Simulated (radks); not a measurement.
The numbers below are computed, except where a source is named.
Problem. Ionisation of S2+, [Ne] 3s2 3p2, to S3+, [Ne] 3s2 3p1, under several functionals. Scalar-relativistic Kohn-Sham, spin-polarised, spherical densities, point nucleus; open shells are filled with parallel spins first; a radial shooting solver on a logarithmic mesh with Libxc functionals. The NIST Atomic Spectra Database gives 34.86 eV (semi-empirical). Rank these functionals by the error of their Delta-SCF ionisation energy: PBEsol; LDA (Slater exchange, Perdew-Zunger correlation); PBE; PW91; OLYP; LDA (Slater exchange, Perdew-Wang correlation); XLYP; AM05.

Solution. From best to worst: AM05 34.846 eV (-0.014); PBEsol 34.880 eV (+0.020); LDA (Slater exchange, Perdew-Zunger correlation) 34.888 eV (+0.028); LDA (Slater exchange, Perdew-Wang correlation) 34.927 eV (+0.067); PBE 34.937 eV (+0.077); OLYP 34.943 eV (+0.083); XLYP 34.757 eV (-0.103); PW91 35.005 eV (+0.145). Open shells are spherical and high-spin; term and fine-structure splittings are not resolved.
